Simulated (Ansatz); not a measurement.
Al₄H. The state is a quartet with charge 0. Geometry PBE0-D4/def2-SVP; atoms count from 1.

Cartesian coordinates in Å:
```
Al -1.254 -0.246 1.785
Al 1.167 0.604 -1.759
Al -0.929 -0.763 -0.817
Al 1.202 -0.357 0.735
H -0.186 0.761 0.056
```

At PBE0-D4/def2-TZVP a doublet of charge 0 lies 0.18 eV below the quartet, each at its own geometry. The structure comes from a short search, and lower isomers may exist.

(1) Estimate the Mulliken populations from the PBE0/def2-TZVP orbitals of Ansatz.

(2) Where does the spin sit?

(3) And the Mayer bond orders between bonded heavy atoms (over 0.3)?

Results:

(1) 
```
atom  charge (e)  spin (α − β)
 Al1        0.06          0.72
 Al2        0.06          0.72
 Al3       -0.06          0.79
 Al4       -0.06          0.79
  H5       -0.01         -0.02
```
Mulliken values and Mayer orders depend strongly on the basis.

(2) Summed by element: Al 3.02, H -0.02, of 3 unpaired in all. Largest on single atoms: Al4 0.79, Al3 0.79, Al1 0.72.

(3) Al1–Al3 0.66 (2.67 Å); Al1–Al4 0.66 (2.67 Å); Al2–Al3 0.66 (2.67 Å); Al2–Al4 0.66 (2.67 Å); Al3–Al4 0.72 (2.67 Å).
